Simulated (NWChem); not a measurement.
System: CH6GaNO; SMILES [CH3][Ga]([NH2])[OH]

Excerpt of the output:

```
             Northwest Computational Chemistry Package (NWChem) 7.3.0
             --------------------------------------------------------

                             Geometry "geometry" -> ""
                             -------------------------

 Output coordinates in angstroms (scale by  1.889725989 to convert to a.u.)

  No.       Tag          Charge          X              Y              Z
 ---- ---------------- ---------- -------------- -------------- --------------
    1 Ga                  31.0000    -0.02867100     0.01614500    -0.02406400
    2 C                    6.0000     0.25927800    -1.91971800     0.01948100
    3 H                    1.0000    -0.17229500    -2.39450600    -0.87499600
    4 H                    1.0000    -0.22303600    -2.36625900     0.90224400
    5 H                    1.0000     1.33227400    -2.15792600     0.05292900
    6 O                    8.0000    -1.64775200     0.78959400     0.00717700
    7 H                    1.0000    -2.38657500     0.17659300     0.04956500
    8 N                    7.0000     1.27364500     1.26610300    -0.10305200
    9 H                    1.0000     1.07532900     2.25843500    -0.12436600
   10 H                    1.0000     2.26576300     1.07383700    -0.12807100

 Effective nuclear repulsion energy (a.u.)     285.7144021593

                              NWChem Property Module
                              ----------------------

                                 NWChem DFT Module
                                 -----------------

 Summary of "ao basis" -> "ao basis" (spherical)
 ------------------------------------------------------------------------------
       Tag                 Description            Shells   Functions and Types
 ---------------- ------------------------------  ------  ---------------------
 Ga                        def2-svpd                14       38   6s4p4d
 C                         def2-svpd                 8       20   4s2p2d
 H                         def2-svpd                 4        8   2s2p
 O                         def2-svpd                 9       23   4s3p2d
 N                         def2-svpd                 8       20   4s2p2d

            General Information
            -------------------
          SCF calculation type: DFT
          Wavefunction type:  closed shell.
          No. of atoms     :    10
          No. of electrons :    58
           Alpha electrons :    29
            Beta electrons :    29
          Charge           :     0
          Spin multiplicity:     1
          Use of symmetry is: off; symmetry adaption is: off
          Maximum number of iterations: 150
          AO basis - number of functions:   149
                     number of shells:    63
          Convergence on energy requested:  1.00D-06
          Convergence on density requested:  1.00D-05
          Convergence on gradient requested:  5.00D-04

              XC Information
              --------------
                         PBE0 Method XC Functional
                     Hartree-Fock (Exact) Exchange  0.250
          PerdewBurkeErnzerhof Exchange Functional  0.750
            Perdew 1991 LDA Correlation Functional  1.000 local
           PerdewBurkeErnz. Correlation Functional  1.000 non-local

             Grid Information
             ----------------
          Grid used for XC integration:  medium
          Radial quadrature: Mura-Knowles
          Angular quadrature: Lebedev.
          Tag              B.-S. Rad. Rad. Pts. Rad. Cut. Ang. Pts.
          ---              ---------- --------- --------- ---------
          Ga                  1.30      112          10.0       590
          C                   0.70       49          11.0       434
          H                   0.35       45          12.0       434
          O                   0.60       49          11.0       434
          N                   0.65       49          11.0       434
          Grid pruning is: on
          Number of quadrature shells:   529
          Spatial weights used:  Erf1

      Superposition of Atomic Density Guess
      -------------------------------------

 Sum of atomic energies:       -2092.53555211

      Non-variational initial energy
      ------------------------------

 Total energy =   -2094.074454
 1-e energy   =   -3483.162369
 2-e energy   =    1103.373513
 HOMO         =      -0.352210
 LUMO         =      -0.021443

   convergence    iter        energy       DeltaE   RMS-Dens  Diis-err
 ---------------- ----- ----------------- --------- --------- ---------
 d= 0,ls=0.0,diis     1  -2095.6977864931 -2.38D+03  1.55D-02  8.98D-01
 d= 0,ls=0.0,diis     2  -2095.5627309467  1.35D-01  7.39D-03  2.28D+00
 d= 0,ls=0.0,diis     3  -2095.7978485748 -2.35D-01  1.24D-03  4.12D-02
 d= 0,ls=0.0,diis     4  -2095.8003900100 -2.54D-03  6.07D-04  1.35D-02
 d= 0,ls=0.0,diis     5  -2095.8017065543 -1.32D-03  1.51D-04  6.36D-04
  Resetting Diis
 d= 0,ls=0.0,diis     6  -2095.8017708550 -6.43D-05  9.97D-05  4.94D-05
 d= 0,ls=0.0,diis     7  -2095.8017752597 -4.40D-06  2.08D-05  6.87D-07
 d= 0,ls=0.0,diis     8  -2095.8017752392  2.04D-08  6.58D-06  9.23D-07

[...]

 DFT Linear Response polarizability / au
 Frequency  =       0.0000000 / au
              X              Y              Z
 -----------------------------------------------
 X      54.9598902      1.2279279     -0.4067091
 Y       1.2279380     61.1789751     -0.4995844
 Z      -0.4067093     -0.4995855     44.1335073
 -----------------------------------------------
 Eigenvalues =      54.7350223     61.4312319     44.1061184
 Isotropic   =      53.4241242
 Anisotropic =      15.1322897
 -----------------------------------------------

 Magnetic Dipole Response Matrix (nonzero elements):

 Exiting AOResponse driver routine
```

Level: PBE0/def2-SVPD. Coordinates come from a PBE0/def2-SVP optimisation.

Write an input that gives this output.

Several could match; the one computed here: the input that was run:
```
start job
memory heap 200 mb stack 900 mb global 1100 mb
geometry units angstroms noautosym nocenter noautoz
  Ga    -0.028671     0.016145    -0.024064
  C      0.259278    -1.919718     0.019481
  H     -0.172295    -2.394506    -0.874996
  H     -0.223036    -2.366259     0.902244
  H      1.332274    -2.157926     0.052929
  O     -1.647752     0.789594     0.007177
  H     -2.386575     0.176593     0.049565
  N      1.273645     1.266103    -0.103052
  H      1.075329     2.258435    -0.124366
  H      2.265763     1.073837    -0.128071
end
basis spherical
  * library def2-svpd
end
dft
  xc pbe0
  iterations 150
end
property
  response 1 0.0
end
task dft property
```
